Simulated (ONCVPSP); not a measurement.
**Ta, ONCV: configuration errors across variants**

```
Element                 : tantalum (Ta)
Generator               : ONCVPSP 4.0.1
Type                    : optimised norm-conserving Vanderbilt (ONCV)
Functional              : PBEsol
Relativity              : scalar-relativistic
Frozen core             : [Kr] 4d10 4f14
Valence charge          : 13
Reference configuration : 5s2 5p6 5d3 6s1.75 6p0.25
Partial waves           : 5s+6s: rc 1.50 bohr, ncon 4, nbas 8, qcut 7.3 1/bohr, 2 projectors; 5p+6p: rc 2.05 bohr, ncon 4, nbas 9, qcut 8.4 1/bohr, 2 projectors; 5d: rc 2.90 bohr, ncon 4, nbas 9, qcut 6.6 1/bohr, 1 projector
Local potential         : polynomial inside 1.45 bohr (lpopt 3, dvloc0 4 Ha)
Core correction         : none
```

All-electron excitation energies from the reference (eV): (1) 5s2 5p6 5d3 6s2 6p0 -1.033; (2) 5s2 5p6 5d3 6s1 6p0 7.472; (3) 5s2 5p6 5d3 6s0 6p0 22.449; (4) 5s2 5p6 5d4 6s0 6p0 8.894.

3 further variants failed, have other tests or another functional or relativity, and are left out.

A true bound ghost makes a file unfit for plane-wave use even where its test errors are small: the radial tests pick states by their node count and pass the ghost by.

Errors AE − PS in meV (a dash: test not solved or not reliable):

| change | (1) | (2) | (3) | (4) | bound ghosts | GHOST(+) flags above zero |
| --- | --- | --- | --- | --- | --- | --- |
| base | +0.3 | -2.0 | -0.8 | +1.5 | none | none |
| s: ncon 3, nbas 7 | +0.3 | -2.1 | -1.3 | +0.8 | none | none |
| core correction Teter function, fcfact 4, rcfact 1.65 | +0.3 | -3.4 | -12 | -18 | none | none |
| p: qcut 11.3 | – | -32 | -57 | -45 | p | none |
| s: rc 2.24 | +0.3 | -2.7 | -5.9 | -5.3 | none | none |
| local potential polynomial inside 1.45 bohr (lpopt 3, dvloc0 2 Ha) | +0.3 | -2.0 | -0.8 | +1.3 | none | none |
| s: nbas 9 | +0.3 | -2.0 | -0.9 | +1.4 | none | none |
| s: qcut 4.8; p: qcut 5.5; d: qcut 4.3 | +0.2 | -1.4 | -8.4 | +43 | none | none |

Task: Give the same row for: local potential polynomial inside 0.95 bohr (lpopt 5, dvloc0 2 Ha).

Result: +0.3, -1.9, -0.3, +1.8; bound ghosts: s; GHOST(+) flags above zero: p.
